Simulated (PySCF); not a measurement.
# Spin-orbit coupling and the third ionisation energy along group 14

Two-component X2C-1e calculated with PySCF 2.14: MP2 on generalised Hartree-Fock spinors (GMP2), with spin-orbit coupling off and on (screened by Boettger's factors); no Breit or QED terms. Values in eV; the references (NIST) lie between the lowest levels. Elements whose determinants are no pure J levels are left out.

| element | configurations | spin-free | with spin-orbit | shift | reference |
| --- | --- | --- | --- | --- | --- |
| C (x2c-SVPall-2c, 1s2 frozen) | [He] 2s2 → [He] 2s1 | 46.564 | 46.564 | 0.000 | 47.888 |
| Ge (x2c-SVPall-2c, [Ne] frozen) | [Ar] 3d10 4s2 → [Ar] 3d10 4s1 | 33.147 | 33.147 | 0.001 | 34.058 |
| Sn (x2c-SVPall-2c, [Ar] 3d10 frozen) | [Kr] 4d10 5s2 → [Kr] 4d10 5s1 | 29.383 | 29.385 | 0.002 | 30.506 |
| Pb (x2c-SVPall-2c, [Kr] 4d10 4f14 frozen) | [Xe] 4f14 5d10 6s2 → [Xe] 4f14 5d10 6s1 | 31.541 | 31.578 | 0.037 | 31.937 |

Task: Estimate the missing row, Si (x2c-SVPall-2c, [Ne] frozen).

Result: The calculation gives spin-free 32.769; with spin-orbit 32.769; shift 0.000. The reference value is 33.493.

What remains against the references is mostly the basis and correlation beyond MP2.
